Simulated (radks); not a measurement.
The numbers below are computed, except where a source is named.
Effect of the nuclear size on the tungsten ion W65+, [He] 2s2 2p5. Level of theory: Dirac Kohn-Sham, PBE, spin-unpolarised, spherical densities, finite nucleus; open shells are shared between the two j in proportion to 2j + 1; Fermi nuclear charge, rms radius 5.3658 fm (a radial shooting solver on a logarithmic mesh with Libxc functionals). The rms radius is varied about that value; shifts are against it.

rms radius (fm)  total energy shift (eV)  density at nucleus (e/bohr^3)  1s1/2 shift (meV)  2s1/2 shift (meV)  2p1/2 shift (meV)  2p3/2 shift (meV)  3s1/2 (empty) shift (meV)  3p1/2 (empty) shift (meV)
4.5448                             -16.3                      1.462e+06              -6850              -1020              -26.8               28.9                       -286                      -11.7
4.899                              -9.49                      1.424e+06              -3990               -592              -15.6               16.8                       -166                      -6.81
5.3658                                 0                       1.38e+06              0.000              0.000              0.000              0.000                      0.000                      0.000
5.8863                              11.2                      1.336e+06               4720                701               18.6              -19.9                        197                       8.09
6.5516                              26.6                      1.288e+06              11200               1660               44.1              -47.1                        466                       19.2

Slopes of the eigenvalues against <r^2> in GHz/fm^2, as finite differences over the two radii next to the reference (eigenvalue slopes, not the field-shift constants of lines): 1s1/2 198000, 2s1/2 29400, 2p1/2 777, 2p3/2 -835, 3s1/2 (empty) 8260, 3p1/2 (empty) 338.
